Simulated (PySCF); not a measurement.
A species of formula C5H7BO has this rotational fingerprint, computed with PySCF 2.14.0, PBE0-D3(BJ)/def2-SVP geometry optimisation, gas phase:

- Rotational constants: A = 4487, B = 1526, C = 1451 MHz
- Dipole components: |μa| = 3.09 D, |μb| = 0.65 D, |μc| = 2.42 D
- Inertial defect: -95.65 u·Å²
- κ: -0.95

Question: Which structure is it? (One computed conformer of each.)
A. `[CH3:1][B:2]([CH3:3])[c:4]1[cH:5][c:6]1=[O:7]` with C1–B2–C4–C5 88°
B. `[CH3:1][O:2][C:3]1=[CH:4][CH:5]=[CH:6][BH:7]1` with C1–O2–C3–C4 180°

Answer: A. It is CB(C)c1cc1=O, a near-prolate asymmetric top. The candidates at the same level (rigid rotor, commonest isotopes):

```csv
SMILES,A (MHz),B (MHz),C (MHz),μa (D),μb (D),μc (D),Δ (u·Å²),point group,rotor
CB(C)c1cc1=O,4487,1526,1451,3.09,0.65,2.42,-95.65,–,near-prolate asymmetric top
COC1=CC=CB1,7112,1920,1527,0.74,0.52,0.00,-3.24,Cs,asymmetric top
```

`COC1=CC=CB1` has A 59 % too high. No structure here is proved a minimum.
